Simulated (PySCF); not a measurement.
# EuS: one state, many levels of theory

State: octet, about 7.0 electrons in the 4f shell (Mulliken). Set-up: basis Eu x2c-SVPall, S x2c-SVPall; spin-free X2C with a Gaussian nucleus; PySCF 2.14. De refers to Eu (4f7 6s2) + S in their high-spin ground configurations, without counterpoise correction. The functionals are run spin-unrestricted. A positive dipole means Eu(−)S(+). Levels whose curve was spin-contaminated or gave no clean fit are not listed.

```csv
Level,Re (Å),ωe (cm⁻¹),De (eV),μ (D)
PBE,2.395,388,4.31,-7.71
r²SCAN,2.393,396,4.48,-8.38
PBE0,2.401,400,3.96,-9.30
B97-3,2.413,396,3.77,-9.47
MN15,2.382,408,3.52,-9.40
LC-ωPBE,2.379,423,3.91,-10.63
```

Task: What does a quarter of exact exchange do here, going from PBE to PBE0?

Result: PBE0 less PBE: +0.6 pm in Re, +3.1 % in ωe, -0.35 eV in De. Exact exchange removes part of the self-interaction that spreads semilocal densities, and in most molecules shortens and stiffens the bond and lowers De; here Re goes the other way.

Task: What does the step from GGA to meta-GGA do here, going from PBE to r²SCAN?

Result: r²SCAN less PBE: -0.2 pm in Re, +2.1 % in ωe, +0.17 eV in De. 

These are scalar-relativistic numbers at best; spin–orbit coupling would shift them, the dissociation energy most. The state is the lowest single determinant that the PBE0 search found; with open d or f shells the true ground state can be another one.

The whole job (state search and all levels along the bond) took about 16 min on 2 threads of Arm Neoverse V1 (shared host), peak memory 4.8 GiB.
